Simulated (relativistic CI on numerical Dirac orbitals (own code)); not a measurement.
A ladder of approximations for the levels of S

Calculated with a relativistic CI code on KLI orbitals (one set per configuration, finite nucleus), adding one ingredient at a time: step 1, Dirac-Coulomb, each configuration alone; step 2, with Breit and QED terms; step 3, with configuration mixing; step 4, with scaled Slater integrals (0.85); step 5, with a P86 correlation estimate; step 6, tied to the ionisation limit. P86 is a density functional for the correlation energy, evaluated here for each configuration and added to its levels. Step 6 is semi-empirical: configurations made of the next ion and one excited electron move by -1316 cm⁻¹, so that their limit matches the tabulated ionisation energy, and those with a non-penetrating f or g electron also take the P86 value of the least penetrating other one.

CI space (outside the closed core [Ne]): 3s2.3p4, 3s2.3p3.4s, 3s2.3p3.4p, 3s2.3p3.3d, 3s2.3p3.5s, 3s.3p5, 3s2.3p3.5p, 3s2.3p3.4d, 3s2.3p3.6s, 3s2.3p3.4f, 3p6, 3s2.3p3.5d, 3s2.3p3.5f, 3s.3p4.3d, 3s2.3p2.3d2, 3s2.3p.3d2.4s, 3s2.3p.3d2.4p, 3s2.3p.3d3, 3s2.3p.3d2.5s, 3s2.3p.3d2.5p, 3s2.3p2.4s2, 3s2.3p.4s2.4p, 3s2.3p.3d.4s2, 3s2.3p.4s2.5s, 3s2.3p.4s2.5p.

Computed minus measured energy above the ground level, in cm⁻¹, for 18 of the 61 excited levels that pair in every step (one J of a term; a digit in brackets numbers repeated terms):

| Configuration | Term | J | Measured | Step 1 | Step 2 | Step 3 | Step 4 | Step 5 | Step 6 |
| --- | --- | --- | --- | --- | --- | --- | --- | --- | --- |
| 3s2.3p4 | 3P | 1 | 396 | 21 | 5 | -4 | -2 | -1 | -1 |
| 3s2.3p4 | 1D | 2 | 9239 | 2386 | 2376 | 2382 | 717 | 711 | 713 |
| 3s2.3p3.4s | 5S° | 2 | 52624 | -8010 | -8018 | -6747 | -4893 | -159 | -1464 |
| 3s2.3p3.4s | 3S° | 1 | 55331 | -7213 | -7222 | -6007 | -4688 | 54 | -1251 |
| 3s2.3p3.4p | 5P | 1 | 63446 | -9260 | -9271 | -8274 | -6415 | -960 | -2263 |
| 3s2.3p3.3d | 5D° | 4 | 67878 | -8273 | -8289 | -6039 | -4499 | 1168 | -141 |
| 3s2.3p3.3d | 3D° | 1 | 70165 | -7519 | -7534 | -6453 | -5133 | 546 | -761 |
| 3s2.3p3.5s | 5S° | 2 | 70703 | -9812 | -9823 | -9009 | -7132 | -762 | -2066 |
| 3s2.3p3.5s | 3S° | 1 | 71351 | -9363 | -9374 | -8531 | -6821 | -455 | -1759 |
| 3s2.3p3.5p | 5P | 1 | 73911 | -10058 | -10070 | -9247 | -7386 | -645 | -1948 |
| 3s2.3p3.5p | 3P | 2 | 74269 | -9745 | -9758 | -9013 | -7286 | -572 | -1875 |
| 3s2.3p3.4d | 5D° | 4 | 74973 | -9491 | -9506 | -6048 | -4800 | 1895 | 582 |
| 3s2.3p3.4d | 3D° | 1 | 75952 | -8275 | -8289 | -5356 | -4477 | 2241 | 928 |
| 3s2.3p3.6s | 5S° | 2 | 76464 | -10192 | -10204 | -6752 | -5594 | 1400 | 87 |
| 3s2.3p3.4f | 5F | 4 | 76655 | -10423 | -10436 | -7010 | -5866 | 2371 | 42 |
| 3s2.3p3.4f | 3F | 4 | 76656 | -10420 | -10433 | -7010 | -5867 | 2371 | 42 |
| 3s2.3p3.6s | 3S° | 1 | 76721 | -9943 | -9955 | -6474 | -5388 | 1600 | 287 |
| 3s2.3p3.4p | 3D | 2 | 78152 | -5236 | -5247 | -4304 | -5242 | 215 | -1089 |

Mean absolute errors in cm⁻¹, over all paired levels and for the configurations:

```
Configuration, levels  Step 1  Step 2  Step 3  Step 4  Step 5  Step 6
              all, 61    7522    7533    5780    5131    1126     924
           3s2.3p4, 4    2250    2236     925    1013    1001    1002
        3s2.3p3.4s, 8    3850    3858    3138    4067     733     604
       3s2.3p3.4p, 15    6717    6730    5752    5675     554    1519
        3s2.3p3.3d, 8    7989    8004    6197    4743     930     378
        3s2.3p3.5s, 2    9587    9598    8770    6977     609    1912
        3s2.3p3.5p, 6    9903    9916    9132    7338     610    1913
        3s2.3p3.4d, 8    9032    9046    5789    4679    2025     712
        3s2.3p3.6s, 2   10067   10079    6613    5491    1500     187
        3s2.3p3.4f, 8   10422   10435    7010    5867    2371      42
```

Measured levels: NIST Handbook of Basic Atomic Spectroscopic Data (Sansonetti and Martin, J. Phys. Chem. Ref. Data 34, 1559 (2005)).

The mean absolute error is lowest at step 6 (924 cm⁻¹), and the largest single drop is from step 4 to 5 (5131 to 1126). Terms of the ground configuration are off by 2250 at first, 925 with mixing and 1013 after scaling, which overcorrects here, since the mixing already narrows the term splittings. The Breit and QED terms change the top of the ground term (measured 574) from 610 to 585. Mixing lowers the ground level by 3438, with 3s2.3p2.3d2 as its largest admixture; relative to it the configurations that move most are 3s2.3p3.6s by +3467, 3s2.3p3.4f by +3425, 3s2.3p3.4d by +3257. Configurations whose own partners of that kind are not in the list rise by much of that lowering, so a short list can trade one imbalance for another. The P86 estimate moves 3s2.3p3.4f by +8238, 3s2.3p3.6s by +6991, 3s2.3p3.5p by +6728, and takes the mean absolute error of the excited configurations from 5420 to 1134. Step 6 takes that error from 1134 to 918; the error more than halves for 3s2.3p3.3d, 3s2.3p3.4d, 3s2.3p3.6s; 3s2.3p3.4f gains from the shift and the changed P86 value together; it grows for 3s2.3p3.4p, 3s2.3p3.5s, 3s2.3p3.5p. The shift fits the limit, so it does little for low levels whose errors differ from those near the limit.
